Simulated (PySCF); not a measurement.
## Correlation energy of In(33+) (indium, charge +33)

[Ne] 3s2 3p4, high-spin 3P determinant. Computed with PySCF 2.14 in an uncontracted even-tempered set (18 s from 4.7 bohr⁻², ratio 2.5; 12 p from 6.1 bohr⁻², ratio 2.5; 5 d from 29 bohr⁻², ratio 2.7; 4 f from 43 bohr⁻², ratio 2.7), with scalar relativity by spin-free X2C-1e. Frozen: 1s2; 14 electrons correlated; the 21 highest virtual orbitals of each spin left out.

```
  level  correlation energy (mhartree)
   CCSD                        -573.21
    (T)                          -1.29
CCSD(T)                        -574.50
```

Diagnostics: T1 = 0.00073, D1 = 0.0034, largest double amplitude 0.021.

Spin-orbit coupling is strong in this species (close to jj coupling), so the high-spin LS determinant is a model state, not a physical level.

Cost of the coupled-cluster step: about 80 core-seconds, for 14 correlated electrons.

Iterations:

```
CC2 = 0
CCSD nocc = (np.int64(8), np.int64(6)), nmo = (85, 85)
frozen orbitals [[0, 86, 87, 88, 89, 90, 91, 92, 93, 94, 95, 96, 97, 98, 99, 100, 101, 102, 103, 104, 105, 106], [0, 86, 87, 88, 89, 90, 91, 92, 93, 94, 95, 96, 97, 98, 99, 100, 101, 102, 103, 104, 105, 106]]
max_cycle = 100
direct = 0
conv_tol = 1e-08
conv_tol_normt = 1e-06
diis_space = 8
diis_start_cycle = 0
Init t2, MP2 energy = -0.557849467196007
Init E_corr(UCCSD) = -0.557849467196365
cycle = 1  E_corr(UCCSD) = -0.570181264997799  dE = -0.0123317978  norm(t1,t2) = 0.00958309
cycle = 2  E_corr(UCCSD) = -0.572625127576664  dE = -0.00244386258  norm(t1,t2) = 0.00203745
cycle = 3  E_corr(UCCSD) = -0.573217340305478  dE = -0.000592212729  norm(t1,t2) = 0.000467661
cycle = 4  E_corr(UCCSD) = -0.573210699021211  dE = 6.64128427e-06  norm(t1,t2) = 2.14903e-05
cycle = 5  E_corr(UCCSD) = -0.573210679983116  dE = 1.90380947e-08  norm(t1,t2) = 1.14288e-06
cycle = 6  E_corr(UCCSD) = -0.573210725260276  dE = -4.52771596e-08  norm(t1,t2) = 9.19048e-08
cycle = 7  E_corr(UCCSD) = -0.573210723301672  dE = 1.95860361e-09  norm(t1,t2) = 8.72195e-09
UCCSD converged
E(UCCSD) = -5034.265147289144  E_corr = -0.5732107233016722
UCCSD(T) correction = -0.00128658184919397
```

At this charge the one-electron X2C treatment keeps the bare 1/r₁₂, with no two-electron picture change or Breit term. The effect here is smaller than on the frozen 1s shell; and a scalar Hamiltonian misses the large spin-orbit splitting of the p shells, which matters for ns² → np² pairs.

Spin-orbit coupling is strong in this species, so the high-spin LS determinant is a model state.
